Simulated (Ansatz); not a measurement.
`[GeH3][GeH2][GeH2][GeH2][GeH3]` + `N[SiH](O)F` → `O[SiH](F)[NH][GeH3]` + `[GeH3][GeH2][GeH2][GeH3]`  (cleavage of the Ge–Ge bond)

Computed with Ansatz on PBE0-D4/def2-TZVP structures; ΔE is electronic, products minus reactants. CCSD(T)/CBS is the MP2 limit (def2-TZVPP, def2-QZVPP) plus CCSD(T) − MP2 in def2-TZVPP, frozen cores. This one scheme is used for every species. For Ge outer-core shells are correlated without core-valence functions, which leaves a few kJ/mol of doubt a bond. Scalar relativity is left out up to krypton. Each species was taken in one conformer, which may not be the lowest.

`[GeH3][GeH2][GeH2][GeH2][GeH3]`:

```xyz
17

Ge   -2.540   -0.890   -0.089
Ge   -1.466    0.959    1.051
Ge    0.730    0.264    1.814
Ge    1.873   -0.812   -0.036
Ge    1.698    0.586   -2.007
H    -2.704   -2.074    0.879
H    -3.925   -0.494   -0.626
H    -1.665   -1.347   -1.268
H    -2.335    1.433    2.231
H    -1.306    2.138    0.073
H     1.543    1.481    2.292
H     0.584   -0.712    2.997
H     1.206   -2.172   -0.313
H     3.353   -1.068    0.305
H     2.374   -0.068   -3.223
H     0.216    0.829   -2.337
H     2.365    1.946   -1.742
```

`N[SiH](O)F`:

```xyz
8

N     0.284   -0.835   -0.793
Si   -0.181    0.085    0.558
O     0.217    1.651    0.352
F    -1.758   -0.137    0.663
H    -0.208   -1.682   -1.029
H     1.237   -0.853   -1.116
H     0.390   -0.271    1.869
H     0.019    2.041   -0.502
```

`O[SiH](F)[NH][GeH3]`:

Z-matrix (Å, degrees):
```
Si
F 1 1.597
N 1 1.698 2 106.8
O 1 1.631 2 112.3 3 120.6
H 1 1.473 2 106.5 3 -125.2
Ge 3 1.845 1 127.1 2 155.9
H 3 1.009 1 117.9 2 -32.2
H 4 0.959 1 118.1 2 -65.4
H 6 1.539 3 109.8 1 -70.6
H 6 1.537 3 110.1 1 49.7
H 6 1.535 3 106.5 1 170.0
```

`[GeH3][GeH2][GeH2][GeH3]`:

Z-matrix (Å, degrees):
```
Ge
Ge 1 2.423
H 1 1.538 2 109.6
H 1 1.538 2 110.0 3 -119.1
H 1 1.537 2 111.3 3 120.3
Ge 2 2.425 1 109.8 3 62.9
H 2 1.540 1 110.1 3 -175.2
H 2 1.540 1 109.2 3 -56.7
Ge 6 2.423 2 109.8 1 -50.1
H 6 1.540 2 110.5 1 -171.8
H 6 1.540 2 109.2 1 69.6
H 9 1.538 6 110.0 2 -56.0
H 9 1.538 6 109.6 2 63.1
H 9 1.537 6 111.3 2 -176.6
```

```
                         species  CCSD/CBS(def2) energy (Eh)
`[GeH3][GeH2][GeH2][GeH2][GeH3]`                -10387.75159
                    `N[SiH](O)F`                  -521.28993
           `O[SiH](F)[NH][GeH3]`                 -2598.59514
      `[GeH3][GeH2][GeH2][GeH3]`                 -8310.43408
```

Question: Work out ΔE.

Answer: ΔE = (-2598.59514) + (-8310.43408) − (-10387.75159) − (-521.28993) = 0.01230 Eh = +7.7 kcal/mol. CCSD(T)/CBS gives +8.1 kcal/mol.

Largest T1 diagnostic among the species: 0.012.

At CCSD(T), def2-SVP lies −3.8 kcal/mol from the extrapolated value and def2-TZVPP −0.9 kcal/mol. In def2-TZVPP, CCSD(T) changes the Hartree–Fock value by +4.1 kcal/mol (the triples alone add +0.4 kcal/mol) and MP2 by +4.5 kcal/mol.
